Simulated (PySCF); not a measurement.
# [BrI2]-, singlet: data card

Level of theory: PySCF, PBE0, basis Br def2-SVPD, I def2-SVPD with ECP28 (scalar-relativistic core potentials, no spin–orbit coupling, density fitting).

The structure is a minimum.

* Point group: D∞h
* Bond lengths: Br–I 2.797 Å (×2)
* Bond angles: I–Br–I 180.0°
* Heat capacity Cp at 298.15 K: 61.6 J/(mol K)
* Lowest empty level: 0.63 eV
* Rotational symmetry number: 2
* Dipole moment about the centre of mass: 0.00 D
* Highest occupied level: -2.92 eV
* Principal polarisabilities: 93.1, 93.1, 311.5 bohr³
* Entropy at 298.15 K and 1 bar: 326.8 J/(mol K)
* Enthalpy at 298.15 K above 0 K: 16.36 kJ/mol
* Rotational constants: 0.008491 cm⁻¹
* Principal quadrupole moments (Buckingham, traceless) about the centre of mass: -31.24, 15.62, 15.62 D Å
* Zero-point energy: 2.5 kJ/mol

Harmonic modes (masses in u: Br 78.918, I 126.904):
| symmetry | ω (cm⁻¹) | IR (km/mol, summed over degenerate members) | μ (u) |
| --- | --- | --- | --- |
| πu | 70 | 0.0 | 86.69 |
| σg+ | 114 | 0.0 | 126.90 |
| σu+ | 157 | 160 | 86.69 |

In D∞h the vibrations span πu + σg+ + σu+. The σg+ mode carries no infrared intensity, as symmetry demands. With a centre of inversion only u modes can be infrared active and only g modes Raman active.

Charges (e); Mulliken and Löwdin values are unreliable with diffuse functions:
| atom | Mulliken | Löwdin | polar tensor | Mayer order to Br1 |
| --- | --- | --- | --- | --- |
| Br1 | -0.16 | -0.47 | 0.79 | – |
| I2,3 | -0.42 | -0.27 | -0.89 | 0.63 |
Other Mayer orders above 0.3: I–I 0.32.

Mulliken populations on Br1: s 7.96, p 17.03, d 10.16.

Counting electrons, bromine keeps 6 of its valence electrons outside its bonds, so the VSEPR class is AX2E3 and the expected shape is linear (D∞h), as computed.

This need not be the most stable arrangement of these atoms. The lowest empty level of this anion is unbound, so it and the gap depend on the basis.

The final relaxation and frequency run took of the order of 50 core-seconds on a shared host.
